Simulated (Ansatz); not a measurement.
Ideal-gas functions of ClFS$_{2}$W (`[F][W](=[S])(=[S])[Cl]`) at 600 K and 1 bar, from an Ansatz frequency run at PBE0-D4/def2-TZVP.

Molar mass 302.42 g/mol, point group Cs (symmetry number 1), electronic degeneracy 1, moments of inertia 301.292, 335.695, 408.426 u Å². Harmonic wavenumbers (cm⁻¹, unscaled): 138, 151, 179, 193, 208, 423, 568, 575, 703.

Use S(trans) = R[1.5 ln M + 2.5 ln T − 1.1517]; rotational temperatures θ = 24.2544 K / I; S(rot) = R[ln(√π/σ · √(T³/θAθBθC)) + 1.5]; for each mode x = 1.438777 ν̃/T, S = R[x/(eˣ − 1) − ln(1 − e⁻ˣ)] and H = RT x/(eˣ − 1); 1 cm⁻¹ = 0.0119627 kJ/mol; R = 8.31446 J/(mol·K).

Task: By hand: the entropy, in J/(mol·K).

Result: Translation 194.6. Rotation: θ = 0.0805, 0.0723, 0.0594 K, giving 130.1. Vibration, mode by mode: 17.55, 16.81, 15.41, 14.79, 14.18, 8.54, 6.36, 6.27, 4.89, in all 104.8. Electronic 0.0. Sum 429.5 J/(mol·K).

Task: By hand: H − E and G − E in kJ/mol, counted from the electronic energy.

Result: Zero-point energy ½ × 3138 × 0.0119627 = 18.8; thermal vibration 29.6; translation, rotation and pV give 4 RT = 20.0. H − E = 68.4 kJ/mol, and G − E = 68.4 − 600 × 429.5/1000 = -189.3 kJ/mol.

Vibration gives 24 % of the entropy, 17.5 J/(mol·K) of it from the mode under 150 cm⁻¹: soft modes count most, and the harmonic formula is weakest for them.
